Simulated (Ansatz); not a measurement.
Two structures of AlN2H9O3, closed shell, reached by relaxing down either side of one saddle point (PBE0-D4/def2-TZVP). Energies are electronic, without zero-point energy. Program: Ansatz 0.2.0. Basis: def2-TZVPP and def2-QZVPP. Cores are frozen in the correlated methods. Extrapolation: Hartree–Fock as exp(−7.88 √X), correlation as X^−2.97. First:

```xyz
15
angstrom
Al -0.5560 -0.4989 -0.9774
O -0.4683 -1.4356 0.4893
O 0.1791 -1.3077 -2.3117
O -1.9873 0.4265 -1.2429
H 0.8349 1.0499 0.4534
N 0.6540 1.0200 -0.5714
H 0.3348 -0.3380 1.9621
N 0.7967 0.5227 2.2680
H -0.2900 -2.3702 0.3950
H -0.2054 -1.2383 -3.1829
H -2.8571 0.0791 -1.0619
H 1.5375 0.9415 -1.0622
H 0.2079 1.8870 -0.8516
H 1.6367 0.2697 2.7729
H 0.1823 0.9924 2.9212
```

Second:

```xyz
15
angstrom
Al -0.5564 -0.1795 -1.0213
O -0.5349 -1.1682 0.6037
O 0.0539 -1.5189 -1.9339
O -2.1349 0.4486 -1.2740
H 0.9456 0.9431 1.2813
N 0.5865 1.2161 -0.6735
H 0.0321 -0.6886 1.3455
N 0.8507 0.3510 2.1262
H -0.1786 -2.0429 0.4162
H 0.0187 -1.5471 -2.8868
H -2.8968 -0.1222 -1.3414
H 1.4888 1.1911 -1.1301
H 0.1971 2.1362 -0.8340
H 1.7694 0.1143 2.4776
H 0.3588 0.8669 2.8446
```

Which bonds change from the first to the second?

AlH₃O₃ ([OH][Al]([OH])[OH]) + NH₃ + NH₃ → AlNH₄O₂ ([NH2][Al]([OH])[OH]) + H₂O + NH₃ (still joined by a long Al–O bond); bonds formed: O2–H7, H5–N8; bonds broken: H5–N6, H7–N8; bonds weakened to dative contacts: Al1–O2.

Give the saddle point's structure and its height above each. (Judge from chemistry; the value comes from the calculation.)

By the calculation: 82.0 kJ/mol above the first and 11.4 kJ/mol above the second (CCSD(T) at an estimated basis limit (MP2 extrapolated from triple and quadruple zeta, plus CCSD(T) − MP2 in triple zeta)).
Al1  (-0.533, -0.247, -0.959)
O2  (-0.507, -1.184, 0.636)
O3  (0.103, -1.488, -1.985)
O4  (-2.083, 0.448, -1.249)
H5  (0.893, 0.931, 1.128)
N6  (0.608, 1.186, -0.585)
H7  (0.156, -0.561, 1.469)
N8  (0.805, 0.354, 2.025)
H9  (-0.253, -2.100, 0.506)
H10  (-0.003, -1.448, -2.933)
H11  (-2.865, -0.095, -1.308)
H12  (1.489, 1.167, -1.085)
H13  (0.185, 2.086, -0.783)
H14  (1.714, 0.095, 2.387)
H15  (0.290, 0.857, 2.736)
(Å)

The T1 diagnostic stays at or below 0.011.

Labels in which every atom is bracketed show which atoms are joined, not bond orders.

For scale, one of the runs: CCSD(T)/def2-TZVPP, 323 basis functions, launched by `ansatz run in.yaml --threads 4 --pin off --events-out ev --progress --plain --max-ram 66560MiB --backend cuda --devices 0, --max-vram 37GiB`. Hardware: 4 CPU threads of an AMD EPYC 7R13 and a share of one NVIDIA H100, shared host. Wall time 14 s; peak host memory 0.85 GiB.
